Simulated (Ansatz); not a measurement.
`[AlH2][BH]O[SiH3]` + `[AlH2][SeH]` → `[AlH2][Se][SiH3]` + `O[BH][AlH2]` at 700 K and 1 bar (ligand exchange at the Si–O bond).

Computed with Ansatz on PBE0-D4/def2-TZVP structures; ΔE is electronic, products minus reactants. CBS: MP2 limit from def2 TZ/QZ plus the TZ coupled-cluster correction, frozen cores. For Se outer-core shells are correlated without core-valence functions, which leaves a few kJ/mol of doubt a bond. Scalar relativity is left out up to krypton. Each species was taken in one conformer, which may not be the lowest.

```json
{"species": "`[AlH2][BH]O[SiH3]`", "CCSD(T)/CBS energy (Eh)": "-634.69802", "H − E (kJ/mol)": "225.8", "S (J/(mol·K))": "479.6"}
{"species": "`[AlH2][SeH]`", "CCSD(T)/CBS energy (Eh)": "-2644.54675", "H − E (kJ/mol)": "100.7", "S (J/(mol·K))": "345.3"}
{"species": "`[AlH2][Se][SiH3]`", "CCSD(T)/CBS energy (Eh)": "-2934.85173", "H − E (kJ/mol)": "173.5", "S (J/(mol·K))": "446.1"}
{"species": "`O[BH][AlH2]`", "CCSD(T)/CBS energy (Eh)": "-344.38728", "H − E (kJ/mol)": "161.6", "S (J/(mol·K))": "379.0"}
```

H − E and S are ideal-gas, rigid-rotor, harmonic terms from PBE0-D4/def2-TZVP, for one conformer and one mirror image of each species. 1 Eh = 2625.50 kJ/mol, R = 8.31446 J/(mol·K).

Task: By hand: ΔE, ΔH, ΔS and ΔG.

Result: ΔE = (-2934.85173) + (-344.38728) − (-634.69802) − (-2644.54675) = 0.00576 Eh = 15.1 kJ/mol. Δ(H − E) = 173.5 + 161.6 − 225.8 − 100.7 = 8.6, so ΔH = 23.7 kJ/mol. ΔS = 446.1 + 379.0 − 479.6 − 345.3 = 0.2 J/(mol·K). ΔG = 23.7 − 700 × (0.2)/1000 = 23.6 kJ/mol.

Task: By hand: the equilibrium constant, and the temperature at which ΔG would vanish if ΔH and ΔS stayed fixed.

Result: log₁₀ K = −ΔG/(RT ln 10) = -1.8. ΔG = 0 at ΔH/ΔS = 118500 K, far beyond where these terms or the molecules hold.

The number of gas molecules stays the same, so ΔS is small and ΔH decides. A doubt of 5 kJ/mol in ΔE shifts log₁₀ K by 0.4 here. Other conformers and mirror images would add mixing entropy, several J/(mol·K) or more a flexible species. These are equilibria of isolated gas molecules and say nothing of rates. Largest T1 diagnostic: 0.014 (customary marks: 0.02 for closed shells, 0.045 for open ones).
